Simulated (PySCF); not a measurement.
## Ionisation energy of Ta⁴²⁺ by level of theory

Ta⁴²⁺ [Ar] 3d10 4s2 4p1 (2P) → Ta⁴³⁺ [Ar] 3d10 4s2 (1S), as a difference of total energies. Computed with PySCF 2.14 in an even-tempered Gaussian basis (18 s from 4.3 bohr⁻², ratio 2.5; 14 p from 5.6 bohr⁻², ratio 2.5; 8 d from 10 bohr⁻², ratio 2.5; 4 f from 28 bohr⁻², ratio 2.7; 4 g from 42 bohr⁻², ratio 2.7), with scalar relativity by spin-free X2C-1e. Correlated levels: outer shells: [Ne] frozen; virtual orbitals above 40 to 60 times the deepest correlated orbital energy dropped. The calculations carry no spin-orbit coupling.

```
                method  ionisation energy (eV)
                   UHF                  2047.0
                   LDA                  2049.9
                   PBE                  2049.3
             BHandHLYP                  2049.1
                 B3LYP                  2049.8
    MP2 (outer shells)                  2048.1
SCS-MP2 (outer shells)                  2048.0
```

Problem. Estimate what PBE0 gives.

Solution. 2049.0 eV, closest to BHandHLYP among the rows shown.

Problem. Estimate what r2SCAN gives.

Solution. 2048.9 eV, closest to BHandHLYP among the rows shown.

A first-order spin-orbit estimate (lowest level to lowest level, LS coupling) adds 55.971 eV.

Breit and QED terms and the two-electron picture change are absent.

First order in ζ underestimates the shift of j = l − 1/2 levels at high Z.

For comparison: 2113 ± 4 eV (theoretical estimate listed by NIST; NIST Atomic Spectra Database, ionization energies).
